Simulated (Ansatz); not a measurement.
Calculation: Ansatz (a first-principles code) with frozen-core CCSD(T)/def2-TZVPP // PBE-D3(BJ)/def2-TZVP.

Ansatz 0.2 input:
```yaml
crystal:
  periodic: [false, false, false]
  atoms:
    - { symbol: N, position_ang: [1.854808, -0.839645, -0.199765] }
    - { symbol: In, position_ang: [0.081667, 0.168642, -0.025825] }
    - { symbol: N, position_ang: [-1.816456, -0.598559, -0.227358] }
    - { symbol: O, position_ang: [0.321034, 2.170759, -0.144307] }
    - { symbol: H, position_ang: [2.634696, -0.261168, 0.120233] }
    - { symbol: H, position_ang: [1.883121, -1.711696, 0.331613] }
    - { symbol: H, position_ang: [-1.907559, -1.53478, 0.173241] }
    - { symbol: H, position_ang: [-2.515766, -0.009312, 0.230023] }
    - { symbol: H, position_ang: [-0.535546, 2.615759, -0.257854] }
basis:
  gaussian: { orbitals: def2-TZVPP }
correlation:
  method: ccsd_t
```

Output:

```
Functional definition: HF
1463 factors; integrals over basis functions are off by at most 1.0e-3 eV
mean field evaluation 1: about -10224.2547 eV, gradient 6.0e1 eV
mean field evaluation 2: about -10224.3097 eV, gradient 6.0e1 eV
mean field evaluation 4: about -10231.0703 eV, gradient 3.6e0 eV
mean field evaluation 8: about -10231.1233 eV, gradient 3.7e-1 eV
mean field evaluation 16: about -10231.1242 eV, gradient 1.3e-6 eV
mean field -10231.12416144 eV, -375.9868780279 hartree, gradient 1.3e-6 eV, S^2 0.000000; 0 other end points of the search recorded, 0 dependent functions left out
7 core orbitals not correlated
reference -10231.12416144 eV, -375.9868780279 hartree; 17, 17 occupied and 189, 189 virtual orbitals, 1463 factors
second order -26.57858044 eV of doubles, -0.00000000 eV of singles
cycle   1  -25.94589557 eV  change    6.3e-1 eV  update   1.3e-1
cycle   2  -26.56387021 eV  change   -6.2e-1 eV  update   4.0e-2
cycle   3  -26.72902057 eV  change   -1.7e-1 eV  update   2.3e-2
cycle   4  -26.72023162 eV  change    8.8e-3 eV  update   7.3e-3
cycle   5  -26.71349022 eV  change    6.7e-3 eV  update   3.3e-3
cycle   6  -26.71472076 eV  change   -1.2e-3 eV  update   1.3e-3
cycle   7  -26.71440512 eV  change    3.2e-4 eV  update   4.7e-4
cycle   8  -26.71414409 eV  change    2.6e-4 eV  update   2.0e-4
cycle   9  -26.71423852 eV  change   -9.4e-5 eV  update   7.9e-5
cycle  10  -26.71428603 eV  change   -4.8e-5 eV  update   3.4e-5
cycle  11  -26.71424916 eV  change    3.7e-5 eV  update   1.4e-5
perturbative correction -1.00875288 eV, -0.0370709846 hartree
Total energy: -10258.84716348 eV, -377.0056795615 hartree
```

Cost: very roughly 5 core-minutes.
